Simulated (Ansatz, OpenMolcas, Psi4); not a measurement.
## A ladder of methods for SiH2Br2 (dibromosilane)

The species is SiH2Br2 (5 atoms), meant as a singlet with charge 0. As SMILES, `Br[SiH2]Br`. The coordinates come from a PBE0-D4/def2-TZVP relaxation.

```xyz
5

Br   -1.6727   -1.2393    0.3623
Si    0.1582   -0.0463    0.0547
Br   -0.2956    1.8142   -1.0420
H     1.1034   -0.8432   -0.7517
H     0.7066    0.3146    1.3767
```

Each level gives the vertical energy of the triplet above the singlet (eV). The values are calculated.

| level | kind | program | value (eV) | CPU time (all runs) |
| --- | --- | --- | --- | --- |
| SVWN5/def2-SVP | LDA | Ansatz | 5.87 | 29 s |
| BLYP/def2-SVP | GGA | OpenMolcas | 6.00 | 97 s |
| PBE/def2-SVP | GGA | OpenMolcas | 5.91 | 79 s |
| TPSS/def2-SVP | meta-GGA | OpenMolcas | 6.11 | 2 min |
| PBE0/def2-SVP | global hybrid | Ansatz | 6.38 | 88 s |
| r2SCAN0/def2-SVP | hybrid meta-GGA | Ansatz | 6.51 | 3 min |
| HSE06/def2-SVP | range-separated hybrid | Ansatz | 6.35 | 2.1 min |
| wB97X-V/def2-SVP | range-separated hybrid | Psi4 | 7.10 | 4.8 min |

All-electron rows without a relativistic Hamiltonian named are non-relativistic. Spin-orbit coupling, which can split open shells on such heavy atoms by tenths of an eV, is left out. The values span 5.87 to 7.10 eV. A triplet this far above the singlet is often a Rydberg-like or dissociative state; sets without diffuse functions put Rydberg states too high. Times are those of the runs behind each value, whatever else they computed, on shared processors of several kinds: orders of magnitude only.
